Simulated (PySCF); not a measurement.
PySCF input (PW6B95/def2-TZVPD):

```python
from pyscf import gto, scf, dft

mol = gto.M(
    atom='''
    C    -1.82422356   -0.00727496   -0.06648002
    C    -0.54561495    0.31879722   -0.02996540
    C     0.69460172   -0.03732280    0.02657261
    O     1.85279792   -0.16939667    0.07307410
    H    -2.60217544    0.74973474   -0.11870559
    H    -2.16878719   -1.03975820   -0.04665032
    ''',
    basis='def2-tzvpd',
    charge=0,
    spin=0,
    verbose=4,
)

mf = dft.RKS(mol, xc='pw6b95').density_fit(auxbasis='def2-universal-jkfit')
mf.grids.level = 3
mf.conv_tol = 1e-9
mf.max_cycle = 100
mf.max_memory = 1500
mf.kernel()
if not mf.converged:
    mf = mf.newton()
    mf.kernel(mf.make_rdm1())
mf.analyze()
```

End of the output:

```
Extra cycle  E= -190.967777954284  delta_E= -5.68e-14  |g|= 2.15e-06  |ddm|= 6.27e-06
converged SCF energy = -190.967777954284
**** SCF Summaries ****
Total Energy =                        -190.967777954283662
Nuclear Repulsion Energy =              88.851811596806243
One-electron Energy =                 -433.342276122540227
Two-electron Energy =                  153.522686571450322
Two-electron Coulomb Energy =          179.306420084475974
DFT Exchange-Correlation Energy =      -25.783733513025641
HOMO-LUMO gap [eV] =                     4.272492280441672
**** MO energy ****
MO #1   energy= -19.3587217114158  occ= 2
MO #2   energy= -10.4161709123502  occ= 2
MO #3   energy= -10.35349109185    occ= 2
MO #4   energy= -10.3131391455798  occ= 2
MO #5   energy= -1.14710156089189  occ= 2
MO #6   energy= -0.838186594638586 occ= 2
MO #7   energy= -0.723077075859567 occ= 2
MO #8   energy= -0.547560462272337 occ= 2
MO #9   energy= -0.518579039460587 occ= 2
MO #10  energy= -0.494738351179222 occ= 2
MO #11  energy= -0.476509311985436 occ= 2
MO #12  energy= -0.458841418122326 occ= 2
MO #13  energy= -0.33063076018167  occ= 2
MO #14  energy= -0.256441175213368 occ= 2
MO #15  energy= -0.0994299786024548 occ= 0
MO #16  energy= -0.00487686678595978 occ= 0
MO #17  energy= 0.028454239314308  occ= 0
MO #18  energy= 0.0461814008485943 occ= 0
MO #19  energy= 0.0525405865555089 occ= 0
MO #20  energy= 0.0736798177780848 occ= 0
MO #21  energy= 0.0810656946747729 occ= 0
MO #22  energy= 0.0939960206337906 occ= 0
MO #23  energy= 0.101502836670939  occ= 0
MO #24  energy= 0.114647538485825  occ= 0
MO #25  energy= 0.12547534720383   occ= 0
MO #26  energy= 0.142386162715748  occ= 0
MO #27  energy= 0.167431792366211  occ= 0
MO #28  energy= 0.177022209622382  occ= 0
MO #29  energy= 0.178487058754632  occ= 0
MO #30  energy= 0.201728321624232  occ= 0
MO #31  energy= 0.213771452793219  occ= 0
MO #32  energy= 0.221770100438059  occ= 0
MO #33  energy= 0.228537964880524  occ= 0
MO #34  energy= 0.245310159305433  occ= 0
MO #35  energy= 0.264759867423431  occ= 0
MO #36  energy= 0.273832040084457  occ= 0
MO #37  energy= 0.281077107195637  occ= 0
MO #38  energy= 0.298099208601058  occ= 0
MO #39  energy= 0.303125339096972  occ= 0
MO #40  energy= 0.324707982934195  occ= 0
MO #41  energy= 0.331397556489177  occ= 0
MO #42  energy= 0.33966818222809   occ= 0
MO #43  energy= 0.344712860103973  occ= 0
MO #44  energy= 0.352800665009443  occ= 0
MO #45  energy= 0.355640940438727  occ= 0
MO #46  energy= 0.389995441044588  occ= 0
MO #47  energy= 0.396461247850813  occ= 0
MO #48  energy= 0.415755635444727  occ= 0
MO #49  energy= 0.43291557442518   occ= 0
MO #50  energy= 0.442561834935712  occ= 0
MO #51  energy= 0.482128214273512  occ= 0
MO #52  energy= 0.488011910398351  occ= 0
MO #53  energy= 0.524956926432403  occ= 0
MO #54  energy= 0.533659851776887  occ= 0
MO #55  energy= 0.542854532804767  occ= 0
MO #56  energy= 0.551057065551632  occ= 0
MO #57  energy= 0.572778372867526  occ= 0
MO #58  energy= 0.575942602197838  occ= 0
MO #59  energy= 0.595851102326963  occ= 0
MO #60  energy= 0.61305136745234   occ= 0
MO #61  energy= 0.630948302901236  occ= 0
MO #62  energy= 0.654219094008823  occ= 0
MO #63  energy= 0.681731644104101  occ= 0
MO #64  energy= 0.692929341193763  occ= 0
MO #65  energy= 0.699179919403104  occ= 0
MO #66  energy= 0.753510990540571  occ= 0
MO #67  energy= 0.754148037567703  occ= 0
MO #68  energy= 0.76047430159308   occ= 0
MO #69  energy= 0.806461405846942  occ= 0
MO #70  energy= 0.828086990697667  occ= 0
MO #71  energy= 0.840530187674961  occ= 0
MO #72  energy= 0.89309985920173   occ= 0
MO #73  energy= 0.917960302882565  occ= 0
MO #74  energy= 0.930779513633565  occ= 0
MO #75  energy= 0.937105733691471  occ= 0
MO #76  energy= 0.952324890121183  occ= 0
MO #77  energy= 1.00222842374593   occ= 0
MO #78  energy= 1.03490362127082   occ= 0
MO #79  energy= 1.12023891976938   occ= 0
MO #80  energy= 1.14806972900387   occ= 0
MO #81  energy= 1.20618919943717   occ= 0
MO #82  energy= 1.21947020913003   occ= 0
MO #83  energy= 1.22349193740056   occ= 0
MO #84  energy= 1.37604827104117   occ= 0
MO #85  energy= 1.46564581588985   occ= 0
MO #86  energy= 1.47913686330292   occ= 0
MO #87  energy= 1.50164344029397   occ= 0
MO #88  energy= 1.54391121818052   occ= 0
MO #89  energy= 1.65734404051798   occ= 0
MO #90  energy= 1.70185007051712   occ= 0
MO #91  energy= 1.70930028732342   occ= 0
MO #92  energy= 1.76037337537184   occ= 0
MO #93  energy= 1.77762171047395   occ= 0
MO #94  energy= 1.8088652004608    occ= 0
MO #95  energy= 1.84970302261212   occ= 0
MO #96  energy= 1.85532203610031   occ= 0
MO #97  energy= 1.87631970200336   occ= 0
MO #98  energy= 1.89198860689677   occ= 0
MO #99  energy= 1.91552011598016   occ= 0
MO #100 energy= 1.98494083574098   occ= 0
MO #101 energy= 2.00457143777011   occ= 0
MO #102 energy= 2.10092930839392   occ= 0
MO #103 energy= 2.14715472871055   occ= 0
MO #104 energy= 2.2521944391229    occ= 0
MO #105 energy= 2.3112049069282    occ= 0
MO #106 energy= 2.34322090425616   occ= 0
MO #107 energy= 2.39322499279958   occ= 0
[...]
```
